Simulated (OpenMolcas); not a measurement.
## Potential curves of CoN: spin-free states

Computed with OpenMolcas 26.06: state-averaged CASSCF(12,9) over Co 4s 3d, N 2p, XMS-CASPT2 (IPEA 0.25, imaginary shift 0.2 hartree), scalar X2C, ANO-RCC-VTZP, then RASSI spin–orbit state interaction with atomic mean-field integrals. C2 symmetry about the axis (a holds Σ, Δ, Γ; b holds Π, Φ, H; Σ⁺ and Σ⁻ are not told apart); roots by multiplicity and irrep: 3b 4, 5a 2, 1a 1, 1b 2, 5b 4, 3a 4.

XMS-CASPT2 energies in eV from the lowest point. Curves are followed by energy order within each symmetry, so they are adiabatic and may change character at avoided crossings; Σ⁺ and Σ⁻ are counted together.

```
R (Å)  (1)1Σ  (1)5Δ  (1)3Φ  (1)3Π  (1)1Φ  (1)3Δ  (1)3Γ  (1)5Φ
1.454  0.230  0.454  0.800  0.802  1.153  1.532  1.842  2.222
1.519  0.028  0.201  0.427  0.442  0.733  1.213  1.473  1.769
1.567  0.000  0.158  0.307  0.335  0.573  1.137  1.340  1.596
1.616  0.043  0.211  0.288  0.330  0.509  1.176  1.307  1.531
1.673  0.152  0.364  0.356  0.418  0.526  1.327  1.374  1.555
1.729  0.300  0.599  0.503  0.587  0.615  1.537  1.518  1.661
1.810  0.576  0.978  0.787  0.912  0.827  1.860  1.790  1.862
1.939  1.253  1.731  1.414  1.632  1.275  2.353  2.267  2.114
```

Left out for impure symmetry, kinks or missing points, though low: (1)5Π. Only roots inside an energy window near the equilibrium distance were included, so the list of states is not complete; labels number the states computed. Each spin and symmetry block has orbitals of its own, averaged over its own roots, so gaps between blocks are less sure than gaps within one and near the minimum can be off by tenths of an eV, in bad cases by more. No Rydberg orbitals are active, so Rydberg states, and σ→σ* states whose orbital the CASSCF left unused, can be missing between those listed. CASPT2 splits the two components of degenerate states numerically, here by up to 11 cm⁻¹. For d and f metals this valence active space lacks a second d shell: the order of states is not reliable within half an eV or more, and the lowest computed state need not be the true ground state. Points that failed a check (symmetry, reference weights, a jump) are left out.
